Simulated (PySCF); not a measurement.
Isomers of C2H10GeOSi2, mass 179.948 u with the commonest isotopes. The calculation used PBE0-D3(BJ)/def2-SVP geometry optimisation, gas phase in PySCF. One conformer each, none proved a minimum here; rigid rotors.

**Question.** Order these by rotational constant A, largest first.
A. `[CH3:1][C:2](=[O:3])[SiH2:4][SiH2:5][GeH3:6]` with C1–C2–Si4–Si5 -108°, C2–Si4–Si5–Ge6 54°
B. `[CH3:1][C:2](=[O:3])[Si@@H:4]([SiH3:5])[GeH3:6]` with C1–C2–Si4–Si5 67°
C. `[GeH3:1][O:2][CH:3]1[SiH2:4][CH2:5][SiH2:6]1` with Ge1–O2–C3–Si4 64°, O2–C3–Si4–C5 145°, C3–Si4–C5–Si6 -22°, Si4–C5–Si6–C3 22°, O2–C3–Si6–C5 -150°

**Answer.** C (3574 MHz), A (1965 MHz), B (1560 MHz).

**Question.** Order these by rotational constant B, smallest first.
A. `[CH3:1][C:2](=[O:3])[SiH2:4][SiH2:5][GeH3:6]` with C1–C2–Si4–Si5 -108°, C2–Si4–Si5–Ge6 54°
B. `[GeH3:1][O:2][CH:3]1[SiH2:4][CH2:5][SiH2:6]1` with Ge1–O2–C3–Si4 64°, O2–C3–Si4–C5 145°, C3–Si4–C5–Si6 -22°, Si4–C5–Si6–C3 22°, O2–C3–Si6–C5 -150°
C. `[CH3:1][C:2](=[O:3])[Si@@H:4]([SiH3:5])[GeH3:6]` with C1–C2–Si4–Si5 67°

**Answer.** B (691.9 MHz), A (780.0 MHz), C (955.8 MHz).

**Question.** Order these by out-of-plane moment Σ m c² = (Ia + Ib − Ic)/2, smallest first.
A. `[CH3:1][C:2](=[O:3])[Si@@H:4]([SiH3:5])[GeH3:6]` with C1–C2–Si4–Si5 67°
B. `[CH3:1][C:2](=[O:3])[SiH2:4][SiH2:5][GeH3:6]` with C1–C2–Si4–Si5 -108°, C2–Si4–Si5–Ge6 54°
C. `[GeH3:1][O:2][CH:3]1[SiH2:4][CH2:5][SiH2:6]1` with Ge1–O2–C3–Si4 64°, O2–C3–Si4–C5 145°, C3–Si4–C5–Si6 -22°, Si4–C5–Si6–C3 22°, O2–C3–Si6–C5 -150°

**Answer.** C (16.32 u·Å²), A (37.98 u·Å²), B (62.65 u·Å²).

```csv
SMILES,point group,Ia (u·Å²),Ib (u·Å²),Ic (u·Å²),κ,μa (D),μb (D),μc (D)
CC(=O)[SiH2][SiH2][GeH3],C1,257.21,647.94,779.84,-0.80,0.52,0.41,2.03
[GeH3][O]C1[SiH2]C[SiH2]1,C1,141.41,730.40,839.17,-0.94,0.19,0.91,0.89
CC(=O)[Si@@H]([SiH3])[GeH3],C1,323.97,528.74,776.75,-0.33,1.50,1.01,1.27
```
